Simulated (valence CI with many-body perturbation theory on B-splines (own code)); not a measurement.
## E1 transitions of Al⁸⁺

Method: valence CI with perturbative core correlation (CI+MBPT): three valence electrons over a frozen Dirac-Fock core [He], a basis of 11 s, 11 p, 9 d, 7 f, 5 g, 2 h, 1 i functions for each j, with the one-electron correlation potential Σ1 (screened to all orders), the two-electron term Σ2, the three-electron term Σ3, Breit, model QED; selected single and double excitations, second order for the rest, scaled by the run's own slope (own B-spline code, finite nucleus).

No measured levels were compared; by estimate levels of excited configurations hold to 0.05 to 0.15 % of their energy, terms of the ground configuration to about 0.5 %.

Lines 101 to 150 of 240 in falling wavelength, among levels below 242.21 eV, chosen from the strongest by gf and those to the six lowest levels. Wavelengths and rates use the calculated energies, so an error of 300 cm⁻¹ moves a line at 280.0 Å by 0.084 % and its rate by three times that or more. Electric multipoles are in the length gauge, E1 and E2 with the static RPA response of the core. Weak lines are less certain than strong ones. Lines between different terms over intervals too small for the method are left out, as are lines whose strength nearly cancels. Where a level lies close to another of its J and parity, the split of strength between their lines is uncertain. The highest levels of a list are the least certain.

Letters in brackets count levels of one name in rising energy.

| λ vac (Å) | Upper | Lower | A (s⁻¹) | S (a.u.) with core polarisation | S without |
| --- | --- | --- | --- | --- | --- |
| 280.0 | 2s2p² ²P_3/2 | 2s²2p ²P°_1/2 | 2.53e+09 | 1.09e-01 | 1.10e-01 |
| 269.7 | 2p³ ²D°_5/2 | 2s2p² ⁴P_5/2 | 5.27e+06 | 3.06e-04 | 3.08e-04 |
| 267.9 | 2p³ ²D°_3/2 | 2s2p² ⁴P_3/2 | 1.93e+06 | 7.33e-05 | 7.37e-05 |
| 229.2 | 2p³ ²P°_3/2 | 2s2p² ⁴P_5/2 | 1.18e+06 | 2.80e-05 | 2.82e-05 |
| 227.9 | 2p³ ²P°_3/2 | 2s2p² ⁴P_3/2 | 2.91e+06 | 6.80e-05 | 6.84e-05 |
| 227.2 | 2p³ ²P°_1/2 | 2s2p² ⁴P_1/2 | 1.39e+06 | 1.61e-05 | 1.61e-05 |
| 76.05 | 2s²3p ²P°_3/2 | 2s2p² ²D_5/2 | 7.55e+09 | 6.55e-03 | 6.51e-03 |
| 71.51 | 2s2p3s ⁴P°_3/2 | 2s2p² ²D_5/2 | 6.21e+07 | 4.48e-05 | 4.44e-05 |
| 71.36 | 2s2p3s ⁴P°_5/2 | 2s2p² ²D_5/2 | 4.06e+07 | 4.36e-05 | 4.34e-05 |
| 70.16 | 2s²3p ²P°_3/2 | 2s2p² ⁴P_5/2 | 8.20e+06 | 5.59e-06 | 5.55e-06 |
| 69.89 | 2s2p3s ²P°_1/2 [a] | 2s2p² ²D_3/2 | 7.35e+10 | 2.48e-02 | 2.45e-02 |
| 69.73 | 2s2p3s ²P°_3/2 [a] | 2s2p² ²D_5/2 | 6.86e+10 | 4.59e-02 | 4.55e-02 |
| 69.27 | 2s2p3d ²D°_5/2 [a] | 2s2p² ²P_3/2 | 6.90e+10 | 6.79e-02 | 6.81e-02 |
| 69.16 | 2s2p3d ²D°_3/2 [a] | 2s2p² ²P_1/2 | 7.03e+10 | 4.59e-02 | 4.61e-02 |
| 68.97 | 2s2p3s ²P°_3/2 [b] | 2s2p² ²P_3/2 | 6.22e+10 | 4.03e-02 | 4.01e-02 |
| 68.83 | 2s2p3s ²P°_1/2 [b] | 2s2p² ²P_1/2 | 6.78e+10 | 2.18e-02 | 2.17e-02 |
| 68.43 | 2p²3s ⁴P_1/2 | 2p³ ⁴S°_3/2 | 7.06e+10 | 2.23e-02 | 2.22e-02 |
| 68.35 | 2p²3s ⁴P_3/2 | 2p³ ⁴S°_3/2 | 7.12e+10 | 4.49e-02 | 4.47e-02 |
| 68.23 | 2p²3s ⁴P_5/2 | 2p³ ⁴S°_3/2 | 7.21e+10 | 6.78e-02 | 6.75e-02 |
| 67.83 | 2s2p3s ²P°_3/2 [b] | 2s2p² ²S_1/2 | 3.75e+10 | 2.31e-02 | 2.30e-02 |
| 67.42 | 2s2p3d ²P°_3/2 | 2s2p² ²P_3/2 | 5.40e+10 | 3.26e-02 | 3.28e-02 |
| 67.21 | 2s2p3d ²P°_1/2 | 2s2p² ²P_1/2 | 8.04e+10 | 2.41e-02 | 2.42e-02 |
| 66.85 | 2s²3s ²S_1/2 | 2s²2p ²P°_3/2 | 7.65e+10 | 2.25e-02 | 2.24e-02 |
| 66.63 | 2s²3s ²S_1/2 | 2s²2p ²P°_1/2 | 3.78e+10 | 1.10e-02 | 1.09e-02 |
| 66.34 | 2s2p3d ²P°_3/2 | 2s2p² ²S_1/2 | 3.99e+11 | 2.30e-01 | 2.30e-01 |
| 66.28 | 2s2p3s ⁴P°_3/2 | 2s2p² ⁴P_5/2 | 6.16e+10 | 3.54e-02 | 3.52e-02 |
| 66.26 | 2s2p3d ²P°_1/2 | 2s2p² ²S_1/2 | 3.60e+11 | 1.03e-01 | 1.04e-01 |
| 66.24 | 2s2p3s ⁴P°_1/2 | 2s2p² ⁴P_3/2 | 1.13e+11 | 3.25e-02 | 3.23e-02 |
| 66.17 | 2s2p3s ⁴P°_3/2 | 2s2p² ⁴P_3/2 | 1.80e+10 | 1.03e-02 | 1.02e-02 |
| 66.16 | 2s2p3s ⁴P°_1/2 | 2s2p² ⁴P_1/2 | 2.28e+10 | 6.53e-03 | 6.49e-03 |
| 66.14 | 2s2p3s ⁴P°_5/2 | 2s2p² ⁴P_5/2 | 9.62e+10 | 8.24e-02 | 8.19e-02 |
| 66.09 | 2s2p3s ⁴P°_3/2 | 2s2p² ⁴P_1/2 | 5.71e+10 | 3.26e-02 | 3.24e-02 |
| 66.04 | 2s2p3s ⁴P°_5/2 | 2s2p² ⁴P_3/2 | 4.17e+10 | 3.55e-02 | 3.53e-02 |
| 65.73 | 2s2p3d ⁴F°_3/2 | 2s2p² ²D_5/2 | 1.09e+08 | 6.13e-05 | 6.14e-05 |
| 65.69 | 2s2p3d ⁴F°_5/2 | 2s2p² ²D_5/2 | 7.16e+08 | 6.01e-04 | 6.02e-04 |
| 65.63 | 2s2p3d ⁴F°_7/2 | 2s2p² ²D_5/2 | 3.55e+08 | 3.96e-04 | 3.97e-04 |
| 65.01 | 2s2p3d ⁴D°_3/2 | 2s2p² ²D_5/2 | 1.17e+09 | 6.32e-04 | 6.34e-04 |
| 65.00 | 2s2p3d ⁴D°_5/2 | 2s2p² ²D_5/2 | 1.90e+10 | 1.54e-02 | 1.55e-02 |
| 64.94 | 2s2p3d ⁴D°_7/2 | 2s2p² ²D_5/2 | 7.09e+06 | 7.67e-06 | 7.69e-06 |
| 64.92 | 2s2p3d ²D°_3/2 [a] | 2s2p² ²D_3/2 | 2.37e+11 | 1.28e-01 | 1.28e-01 |
| 64.92 | 2s2p3d ²D°_3/2 [a] | 2s2p² ²D_5/2 | 2.11e+10 | 1.14e-02 | 1.14e-02 |
| 64.90 | 2s2p3d ²D°_5/2 [a] | 2s2p² ²D_3/2 | 2.62e+10 | 2.12e-02 | 2.13e-02 |
| 64.90 | 2s2p3d ²D°_5/2 [a] | 2s2p² ²D_5/2 | 2.14e+11 | 1.73e-01 | 1.74e-01 |
| 64.77 | 2s2p3s ²P°_1/2 [a] | 2s2p² ⁴P_3/2 | 4.05e+07 | 1.09e-05 | 1.08e-05 |
| 64.74 | 2s2p3s ²P°_3/2 [a] | 2s2p² ⁴P_5/2 | 2.44e+07 | 1.31e-05 | 1.31e-05 |
| 64.66 | 2s2p3d ⁴P°_5/2 | 2s2p² ²D_5/2 | 1.21e+10 | 9.66e-03 | 9.69e-03 |
| 64.64 | 2s2p3s ²P°_3/2 [a] | 2s2p² ⁴P_3/2 | 3.77e+07 | 2.01e-05 | 2.00e-05 |
| 64.63 | 2s2p3s ²P°_3/2 [b] | 2s2p² ²D_5/2 | 5.12e+10 | 2.73e-02 | 2.71e-02 |
| 64.62 | 2s2p3d ⁴P°_3/2 | 2s2p² ²D_5/2 | 8.50e+09 | 4.53e-03 | 4.49e-03 |
| 64.57 | 2s2p3s ²P°_3/2 [a] | 2s2p² ⁴P_1/2 | 4.21e+07 | 2.23e-05 | 2.22e-05 |
